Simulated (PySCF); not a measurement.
Gas-phase equilibrium of 1 mol SO₂, 8.4 mol O₂ at 1200 K and 10.0 bar, among 11 species (S₂O, SO₂, O₂, O, S₂, S₆, O₃, SO, S₈, S, SO₃). Only gases are allowed; each row takes one source of thermochemistry for all species, and Cantera finds the minimum.

Energies from PySCF, thermal terms from the rigid-rotor harmonic-oscillator model, ideal gas at 1 bar. † marks an energy on the PBE0/def2-TZVP geometry and frequencies; other levels use their own. 6-31G* has spherical d functions here. Open shells (unrestricted) among the columns below: O₂ (multiplicity 3), O (multiplicity 3, electronic degeneracy 9), SO (multiplicity 3), S (multiplicity 3, electronic degeneracy 9); the rest are closed-shell singlets. Spin-orbit splitting is ignored; it lowers the true energy and changes the entropy of O, S. B3LYP is the form with VWN-RPA correlation. The harmonic model lacks anharmonicity and excited electronic states, which grow with temperature; levels with a mode under 35 cm⁻¹ are left out.

Molecules larger than those listed are left out.

Mole fractions:

```
thermochemistry     x O₂     x O    x SO₃   x SO₂     x SO      x S
------------------  ----  ------  -------  ------  -------  -------
B3LYP/def2-TZVP†    0.89  4.3e-9    0.011   0.096   3.3e-9   <1e-12
HF/6-31G*           0.22    0.72   4.6e-7   0.018    0.047  0.00024
PBE0/def2-SVP†      0.89  2.1e-9  0.00012    0.11   6.1e-6   <1e-12
PBE0/def2-TZVP      0.89  3.6e-9    0.048   0.061   1.4e-9   <1e-12
LDA/def2-TZVP†      0.89  <1e-12     0.11  0.0045   <1e-12   <1e-12
ωB97X-V/def2-TZVP†  0.89  2.3e-9    0.032   0.076  9.3e-10   <1e-12
```
The most sensitive of these is O: it spans a factor of 10^11.9 over these rows; at this temperature one factor of ten is RT ln 10 = 23 kJ/mol.
